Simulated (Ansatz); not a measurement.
```yaml
crystal:
  periodic: [false, false, false]
  atoms:
    - {symbol: F, position_ang: [-0.308058, -1.170472, 1.357953]}
    - {symbol: C, position_ang: [-0.119923, -0.707212, 0.138730]}
    - {symbol: F, position_ang: [-0.611672, -1.552368, -0.744673]}
    - {symbol: O, position_ang: [1.144563, -0.197788, -0.136382]}
    - {symbol: C, position_ang: [0.080193, 0.697284, -0.145254]}
    - {symbol: F, position_ang: [0.089851, 1.622257, 0.793280]}
    - {symbol: F, position_ang: [-0.213754, 1.240398, -1.309353]}
basis:
  gaussian: {orbitals: def2-TZVPP, fitting: {mean_field: cc-pVTZ-jkfit}}
hamiltonian: {xc: {name: PBE0}}
correlation: {method: rpa}
```

```sh
$ ansatz run in.yaml --threads 4 --pin off --events-out ev --progress --plain --max-ram 10444MiB
```

It prints (some lines left out):

```
Functional definition: PBE0
553 factors; integrals over basis functions are off by at most 8.3e-1 eV
mean field evaluation 1: about -14975.6851 eV, gradient 5.0e1 eV
mean field evaluation 2: about -14975.6859 eV, gradient 5.0e1 eV
mean field evaluation 4: about -14978.8293 eV, gradient 9.6e0 eV
mean field evaluation 8: about -14978.9772 eV, gradient 1.3e-2 eV
mean field evaluation 16: about -14978.9771 eV, gradient 1.5e-6 eV
mean field -14978.97713948 eV, -550.4672567603 hartree, gradient 1.2e-6 eV, S^2 0.000000; 0 other end points of the search recorded, 0 dependent functions left out
7 core orbitals not correlated: weight in the atoms' cores, before any rotation towards them, 1.000 or more for the frozen orbitals, at most 0.000 for the correlated occupied ones
reference -14925.35241306 eV, -548.4965844127 hartree; 21, 21 occupied and 189, 189 virtual orbitals, 553 factors
Total energy: -14982.14883762 eV, -550.5838145172 hartree
```

Hardware: 4 threads of an Intel Xeon 6975P-C on a shared host. Wall time 1.4 s, peak host memory 0.43 GiB.
